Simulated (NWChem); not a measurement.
# C2H6O2Si; SMILES [SiH2](O)C(C)=O

```xyz
11

C      0.6090    -2.1055     0.0000
C     -0.1544    -0.8015     0.0000
O     -1.3815    -0.7735     0.0000
Si     0.6721     0.9555     0.0000
O     -0.6534     1.9488     0.0000
H      1.2626    -2.1554    -0.8813
H      1.2626    -2.1554     0.8813
H     -0.0793    -2.9556     0.0000
H      1.5225     1.1268    -1.2086
H      1.5225     1.1268     1.2086
H     -1.4528     1.3862     0.0000
```
Atoms are numbered in this order, from 1.

Program: NWChem. Pople sets run with spherical d functions. STO-3G and 3-21G are far too small for this property and stand as cheap habits. Structure relaxed at the B3LYP/6-31G* (spherical d) level. Field at 589 nm.

**Question.** Order these runs by computing time, cheapest first, and give rough ratios: B3LYP/6-31G*; B3LYP/STO-3G; B3LYP/def2-SVPD.

**Answer.** B3LYP/STO-3G (1), B3LYP/6-31G* (5), B3LYP/def2-SVPD (20). Ratios are rough, from one shared machine; the cheapest took about 14 core-seconds (a rough figure). What differs between the cheapest and the dearest: isotropic polarisability (bohr³) 26.5 → 61.6; anisotropy (bohr³) 13.0 → 18.1.
